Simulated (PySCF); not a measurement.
Species: ethylbutylamine, C6H15N.
SMILES: `CCCCNCC`

Method used: TDDFT PBE0/def2-SVPD, vertical, gas phase, core orbitals frozen in the response (PySCF 2.14.0, density-fitted response routines). Geometry: PBE0-D3(BJ)/def2-SVP, one conformer, isolated molecule. Torsions of this conformer, `[CH3:1][CH2:2][CH2:3][CH2:4][NH:5][CH2:6][CH3:7]`: C1–C2–C3–C4 -178°, C2–C3–C4–N5 179°, C3–C4–N5–C6 68°, C4–N5–C6–C7 176°.

Broadening: Gaussians 0.5 eV wide at half height, area fixed by f = 4.319×10⁻⁹ ∫ε dν̃. The width is an assumption, not a result. The curve ends short of the highest state used, and states not computed would add to its high-energy end.

```tsv
λ (nm)	ε (L mol⁻¹ cm⁻¹)
179.7	1925
181.9	1841
184.2	1630
186.4	1416
188.6	1250
190.8	1129
193.0	1023
195.2	907
197.4	782
199.6	665
201.8	578
204.0	533
206.3	525
208.5	536
210.7	543
212.9	529
215.1	488
217.3	423
219.5	344
221.7	262
223.9	188
226.1	128
228.4	80
230.6	49
232.8	28
235.0	16
237.2	8
239.4	4
241.6	2
243.8	1
```

Q: Where are the band maxima, and which computed states make them?

A: 211 nm (5.89 eV), ε about 540, made up of S1 (90%) (hardly more than a shoulder); 180 nm (6.90 eV), ε about 1900, made up of S5 (92%) (ε in L mol⁻¹ cm⁻¹; maxima over ε = 5, shares over 10%). The states used: S1 5.84 eV (f 0.0093); S2 6.29 eV (f 0.0044); S3 6.45 eV (f 0.0088); S4 6.55 eV (f 0.0050); S5 6.92 eV (f 0.033); S6 7.50 eV (f 0.028).

Q: What would ε be at 6.90 eV, the highest of these maxima, with half the width (0.25 eV)?

A: About 3520 L mol⁻¹ cm⁻¹ against 1920, a factor of about 1.8; a lone state at its own centre would give exactly 2.

Q: Does any computed singlet lie in the visible range?

A: No computed singlet lies in the visible range (380 to 750 nm); the lowest, at 212 nm, stands 2.57 eV above its violet end (3.26 eV).

Q: On this curve, what absorbance would a 10⁻⁴ mol/L sample give at 222 nm over a 1 cm path?

A: 222 nm is 5.585 eV, where ε is about 250 L mol⁻¹ cm⁻¹, so A = ε c l ≈ 0.025 (Beer–Lambert, with the gas-phase spectrum and the assumed width).

Cost: about 2.2 min of CPU time on one thread; the machine was shared, so the figure is rough.
